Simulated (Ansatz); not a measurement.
Single points on W6S15, a cluster.

```yaml
crystal:
  periodic: [false, false, false]
  atoms:
    - {symbol: W, position_ang: [-3.037799, -1.640359, 0.000735]}
    - {symbol: W, position_ang: [-1.421596, 0.942091, 0.001953]}
    - {symbol: W, position_ang: [0.098286, 3.450933, 0.003178]}
    - {symbol: W, position_ang: [-0.105053, -1.702302, -0.001528]}
    - {symbol: W, position_ang: [1.526655, 0.760022, -0.000431]}
    - {symbol: W, position_ang: [2.939379, -1.810544, -0.003908]}
    - {symbol: S, position_ang: [-1.644201, -0.919308, 1.743664]}
    - {symbol: S, position_ang: [-1.646820, -0.916032, -1.742938]}
    - {symbol: S, position_ang: [-5.020172, -0.600007, 0.003215]}
    - {symbol: S, position_ang: [-3.086151, -3.790109, -0.001264]}
    - {symbol: S, position_ang: [0.029378, 1.882262, 1.745066]}
    - {symbol: S, position_ang: [0.026770, 1.885551, -1.741562]}
    - {symbol: S, position_ang: [-3.532865, 1.511401, 0.004068]}
    - {symbol: S, position_ang: [1.990920, 4.647066, 0.002887]}
    - {symbol: S, position_ang: [-1.738992, 4.568151, 0.005618]}
    - {symbol: S, position_ang: [1.618705, -0.967955, 1.741226]}
    - {symbol: S, position_ang: [1.616094, -0.964674, -1.745479]}
    - {symbol: S, position_ang: [0.457747, -3.815381, -0.003942]}
    - {symbol: S, position_ang: [3.075228, 2.304016, -0.000125]}
    - {symbol: S, position_ang: [4.825138, -0.777234, -0.004343]}
    - {symbol: S, position_ang: [3.029330, -4.047588, -0.006079]}
basis:
  gaussian: {orbitals: def2-TZVP, fitting: {mean_field: def2-universal-jkfit}, initial_orbitals: start.molden}
hamiltonian: {xc: pbe, dispersion: d4}
scf: {omitted_lower_state_checks: [starts]}
output: {orbitals: {seedname: orbitals}}
```

The file start.molden holds the orbitals of an earlier run on this structure, at another level or in another basis.

```sh
$ ansatz run in.yaml --threads 2 --pin off --events-out ev --progress --plain --max-ram 22528MiB --backend cuda --devices 0, --max-vram 18GiB
```

Shortened log:

```
Functional definition: PBE
3282 factors; integrals over basis functions are off by at most 2.6e-1 eV
mean field evaluation 1: about -173459.9343 eV, gradient 3.0e1 eV
mean field evaluation 2: about -173460.6320 eV, gradient 1.1e0 eV
mean field evaluation 4: about -173460.6569 eV, gradient 1.0e-1 eV
mean field -173460.65694781 eV, -6374.5615669757 hartree, gradient 4.9e-5 eV, S^2 0.000000; 0 other end points of the search recorded, 0 dependent functions left out
reference -173460.65701594 eV, -6374.5615694797 hartree; 162, 162 occupied and 633, 633 virtual orbitals, 3282 factors
Total energy: -173464.11891919 eV, -6374.6887920776 hartree
Checks for a lower state left out: starts
```

Run time 8.5 s (2 threads of AMD EPYC 7R13 on a shared host and a share (18 GiB) of an NVIDIA H100 80GB HBM3), peak host memory 1.2 GiB.

As the first input, with `hamiltonian: {xc: {name: r2SCANh}, dispersion: d4}` (abridged; 15 s):

```
Functional definition: r2SCANh
mean field -173511.13358649 eV, -6376.4165492330 hartree, gradient 2.1e-5 eV, S^2 0.000000
Total energy: -173512.11864185 eV, -6376.4527493496 hartree
Checks for a lower state left out: starts
```

The first input with `gaussian: {orbitals: def2-SVP, fitting: {mean_field: def2-universal-jkfit}, initial_orbitals: start.molden}`, `hamiltonian: {xc: {text: "exchange = 0.65*pbe_x + 0.35*exact_x\ncorrelation = pbe_c"}}` (abridged; 7 s):

```
Functional definition: unnamed
mean field -173403.07832705 eV, -6372.4455916910 hartree, gradient 6.3e-5 eV, S^2 0.000000
Total energy: -173403.07839995 eV, -6372.4455943700 hartree
Checks for a lower state left out: starts
```

First input, but with `gaussian: {orbitals: def2-SVP, fitting: {mean_field: def2-universal-jkfit}, initial_orbitals: start.molden}`, `hamiltonian: {xc: {text: "exchange = 0.90*pbe_x + 0.10*exact_x\ncorrelation = pbe_c"}}` (abridged; 8 s):

```
Functional definition: unnamed
mean field -173401.81924932 eV, -6372.3993214381 hartree, gradient 2.3e-5 eV, S^2 0.000000
Total energy: -173401.81934894 eV, -6372.3993250989 hartree
Checks for a lower state left out: starts
```

First input, but with `gaussian: {orbitals: def2-SVP, fitting: {mean_field: def2-universal-jkfit}, initial_orbitals: start.molden}` (abridged; 4.6 s):

```
Functional definition: PBE
mean field -173401.63822885 eV, -6372.3926690584 hartree, gradient 1.8e-5 eV, S^2 0.000000
Total energy: -173405.10024216 eV, -6372.5198957009 hartree
Checks for a lower state left out: starts
```

The first input with `gaussian: {orbitals: def2-SVP, initial_orbitals: start.molden}`, `correlation: {method: mp2}` and without the key `hamiltonian` (abridged; 13 s):

```
Functional definition: HF
mean field -173060.07439933 eV, -6359.8404298437 hartree, gradient 2.8e-6 eV, S^2 0.000000; unrestricted orbitals would lower it
mean field evaluation 16: about -173060.7267 eV, gradient 3.1e0 eV
75 core orbitals not correlated: weight in the atoms' cores, before any rotation towards them, 1.000 or more for the frozen orbitals, at most 0.000 for the correlated occupied ones
second order -129.86177452 eV of doubles, -0.00000000 eV of singles
Total energy: -173189.93617385 eV, -6364.6127620338 hartree
Checks for a lower state left out: starts
```

The first input with `gaussian: {orbitals: def2-SVP, fitting: {mean_field: def2-universal-jkfit}, initial_orbitals: start.molden}`, `hamiltonian: {xc: {text: "exchange = 0.85*pbe_x + 0.15*exact_x\ncorrelation = pbe_c"}}` (abridged; 7.5 s):

```
Functional definition: unnamed
mean field -173401.97992364 eV, -6372.4052261102 hartree, gradient 1.6e-5 eV, S^2 0.000000
Total energy: -173401.98001797 eV, -6372.4052295770 hartree
Checks for a lower state left out: starts
```

Geometry: PBE-D4/def2-SVP.

In the def2 sets W takes a core potential; there is no spin–orbit coupling. Correlated methods freeze 75 core orbitals; core or outer-core shells of W are correlated, in sets that lack core-valence functions. Single mean-field runs in def2-SVP, def2-TZVP are fitted with def2-universal-jkfit. The restricted singlet is unstable towards broken spin symmetry in Hartree–Fock (as tested in another run); at PBE-D4/def2-TZVP, r2SCANh-D4/def2-TZVP, PBE with 35 % exact exchange/def2-SVP, PBE with 10 % exact exchange/def2-SVP and others this wasn't settled. At MP2/def2-SVP the restricted singlet (for correlated methods, its reference) is unstable: a solution with broken spin symmetry lies lower. The order of the spin states hangs on the level: the triplet lies 0.10 eV below the singlet at r2SCANh-D4/def2-TZVP, but 0.19 eV above it at PBE-D4/def2-TZVP.
